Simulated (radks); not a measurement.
Task: Species: Pr. Configuration: [Xe] 4f3 6s2. All-electron calculation, scalar-relativistic Kohn-Sham, LDA (Slater exchange, Perdew-Wang correlation), spin-polarised, spherical densities, point nucleus; open shells are filled with parallel spins first (spin-orbit coupling, left out, can overturn this in heavy ions). Program: a radial shooting solver on a logarithmic mesh with Libxc functionals. Some entries of the table are withheld. Estimate them.

| orbital | occ. | eigenvalue (hartree) | <r^2> (bohr^2) | <r> (bohr) |
|---|---|---|---|---|
| 1s down | 1 | -1535.197 | 0.0007907 | 0.02411 |
| 1s up | 1 | -1535.197 | 0.0007907 | 0.02411 |
| 2s up | 1 | -247.0012 | 0.01255 | 0.1031 |
| 2s down | 1 | -247.0005 | 0.01255 | 0.1031 |
| 2p up | 3 | -221.1140 | 0.01001 | 0.09058 |
| 2p down | 3 | -221.1135 | 0.01001 | 0.09058 |
| 3s up | 1 | -53.26952 | 0.08499 | 0.2727 |
| 3s down | 1 | -53.24190 | 0.08493 | 0.2727 |
| 3p up | 3 | -45.06984 | 0.08496 | 0.2708 |
| 3p down | 3 | -45.04246 | 0.08490 | 0.2707 |
| 3d up | 5 | -33.52699 | 0.07228 | 0.2477 |
| 3d down | 5 | -33.50541 | 0.07220 | 0.2476 |
| 4s up | 1 | -10.59409 | 0.4381 | 0.6230 |
| 4s down | 1 | -10.52048 | 0.4378 | 0.6228 |
| 4p up | 3 | -7.91378 | 0.4956 | 0.6600 |
| 4p down | 3 | -7.83970 | 0.4953 | 0.6598 |
| 4d up | 5 | -4.08014 | 0.6153 | 0.7279 |
| 4d down | 5 | -4.00595 | 0.6157 | 0.7280 |
| 5s up | 1 | -1.45566 | (1) | 1.502 |
| 5s down | 1 | -1.40719 | (2) | 1.513 |
| 5p up | 3 | -0.80535 | 3.530 | (3) |
| 5p down | 3 | -0.76728 | 3.618 | (4) |
| 6s up | 1 | -0.13413 | 22.03 | 4.407 |
| 6s down | 1 | -0.12832 | 22.91 | 4.494 |
| 4f up | 3 | -0.07346 | 1.993 | 1.178 |
| 4f down | 0 | -0.01164 | 2.798 | 1.309 |

Result: 
(1) 5s up <r^2> (bohr^2): 2.539
(2) 5s down <r^2> (bohr^2): 2.578
(3) 5p up <r> (bohr): 1.762
(4) 5p down <r> (bohr): 1.782
